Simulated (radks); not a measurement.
Values are calculated unless marked as measured or tabulated.
Cs II, configuration [Xe]. Code: a radial shooting solver on a logarithmic mesh with Libxc functionals. Model: Dirac Kohn-Sham, PBE, spin-unpolarised, spherical densities, finite nucleus; Fermi nuclear charge, rms radius 4.8041 fm.

Unscreened Slater integrals over Kohn-Sham orbitals (eV). Large and small components are both included.

| integral | value |
|---|---|
| F0(5p3/2,5p3/2) | 11.679 |
| F2(5p3/2,5p3/2) | 6.2647 |
| F0(5p3/2,5p1/2) | 11.935 |
| G2(5p3/2,5p1/2) | 6.3699 |
| F0(5p3/2,5s1/2) | 12.683 |
| G1(5p3/2,5s1/2) | 8.2906 |
| F0(5p3/2,4d5/2) | 14.705 |
| F2(5p3/2,4d5/2) | 3.9849 |
| G1(5p3/2,4d5/2) | 1.1508 |
| G3(5p3/2,4d5/2) | 1.0948 |
| F0(5p1/2,5p1/2) | 12.213 |
| F0(5p1/2,5s1/2) | 13.033 |
| G1(5p1/2,5s1/2) | 8.8014 |
| F0(5p1/2,4d5/2) | 15.301 |
| G3(5p1/2,4d5/2) | 1.2540 |
| F0(5s1/2,5s1/2) | 14.079 |
| F0(5s1/2,4d5/2) | 17.248 |
| G2(5s1/2,4d5/2) | 2.0027 |
| F0(4d5/2,4d5/2) | 29.178 |
| F2(4d5/2,4d5/2) | 14.818 |
| F4(4d5/2,4d5/2) | 9.8709 |
